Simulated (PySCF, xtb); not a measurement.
O2Se, SMILES O=[Se]=O.

xtb 6.7.1 with GFN2-xTB at its own geometry gives an orbital gap of 2.50 eV and a dipole moment of 3.24 D.

Geometry: PBE0-D3(BJ)/def2-TZVP.

Task: What does PySCF with M06-2X/def2-TZVPD give? (Estimate from the structure and the level; the computed values follow.)

Result: gap 7.52 eV (levels -10.80 and -3.28 eV), dipole 2.95 D.
